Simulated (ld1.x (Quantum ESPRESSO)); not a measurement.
Which change was made? (Zr, TM)

```
Element                 : zirconium
Generator               : ld1.x (Quantum ESPRESSO) 7.5
Type                    : norm-conserving Troullier–Martins (Kleinman–Bylander form)
Functional              : Wu–Cohen
Relativity              : scalar-relativistic
Frozen core             : [Kr]
Valence charge          : 4
Reference configuration : 4d2 5s0.5 5p0 (charge +1.5)
Partial waves           : 5p (bound, empty): rc 2.60 bohr; 4d (bound): rc 2.05 bohr; 5s (bound): rc 2.65 bohr
Local potential         : the s channel
Core correction         : none
```

Cutoffs, loose and tight: the cutoffs (Ry, on a coarse ladder) from which the occupation-weighted sum of valence levels, in a spherical-Bessel basis at the reference potential, stays within 10 and 1 mRy of its value at 400 Ry. They do not see the model core or the augmentation charge, which bear on the density cutoff. Test errors are all-electron minus pseudo excitation energies from the reference, over the configurations 4d2 5s2 5p0; 4d2 5s1 5p0; 4d2 5s0 5p0; 4d1 5s2 5p1; 4d2 5s1.5 5p0; 4d1 5s2 5p0; 4d3 5s0 5p0; variants that change the core or the reference have their own tests.

The base gives: outcome: generated; cutoff, loose: 30 Ry; cutoff, tight: 35 Ry; bound ghosts: p; largest test error (meV): +34.

Question: After one change the result is: outcome: generated; cutoff, loose: 30 Ry; cutoff, tight: 35 Ry; bound ghosts: p; largest test error (meV): +1114. Which change was it?
A. reference 4d1 5s0 5p0
B. all radii scaled by about 1.39 (s 3.68, p 3.62, d 2.84 bohr)
C. core correction a·sin(br)/r model core inside 0.98 bohr
D. wave 5s (bound): rc 2.65 bohr becomes 5s (bound): rc 2.90 bohr

Answer: A. The others give: core correction a·sin(br)/r model core inside 0.98 bohr → outcome: generated; cutoff, loose: 30 Ry; cutoff, tight: 35 Ry; bound ghosts: p; largest test error (meV): -179 | wave 5s (bound): rc 2.65 bohr becomes 5s (bound): rc 2.90 bohr → outcome: generated; cutoff, loose: 30 Ry; cutoff, tight: 35 Ry; bound ghosts: p; largest test error (meV): -37 | all radii scaled by about 1.39 (s 3.68, p 3.62, d 2.84 bohr) → outcome: generated; cutoff, loose: 21 Ry; cutoff, tight: 25 Ry; bound ghosts: none; largest test error (meV): +69.
